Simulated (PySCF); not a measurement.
How exact exchange moves a shielding

Molecule: `C=C(B)C#C`, C4H5B.

Mapped SMILES: `[BH2:1][C:2](=[CH2:3])[C:4]#[CH:5]`. Each H is labelled by its parent atom. Ha(C3) is cis to B1; Hb(C3) is trans to B1.

GIAO shieldings (ppm, equivalent atoms averaged) in PySCF 2.14 on the PBE0-D3(BJ)/def2-SVP geometry, basis pcSseg-2, gas phase, non-relativistic:

```tsv
functional	exact exchange (%)	σ(B1)	σ(C3)	σ(C2)	σ(C4)
BLYP	0	12.7	4.4	23.4	83.0
BP86	0	15.2	7.4	28.8	86.4
PBE	0	13.1	6.9	28.2	86.0
B3LYP	20	17.8	6.1	27.9	89.3
PBE0	25	20.1	9.3	33.9	93.8
BHandHLYP	50	26.2	9.5	34.7	97.7
HF	100	42.7	17.7	48.2	111.5
```

Task: Fit each shielding as a line in the percentage of exact exchange.

Result: σ(B1) = 13.1 + 0.29 x (rms 1.1 ppm); σ(C3) = 5.7 + 0.11 x (rms 1.4 ppm); σ(C2) = 26.3 + 0.21 x (rms 2.3 ppm); σ(C4) = 85.2 + 0.26 x (rms 1.4 ppm). The functionals also differ in their semilocal parts, which the line can't hold; Hartree–Fock has no correlation at all.

Task: What does the line predict for mPW1PW91 (25 %), and what does the run give?

Result: σ(B1): 20.3 predicted, 21.0 computed; σ(C3): 8.4 predicted, 8.9 computed; σ(C2): 31.6 predicted, 33.5 computed; σ(C4): 91.7 predicted, 93.5 computed ppm.
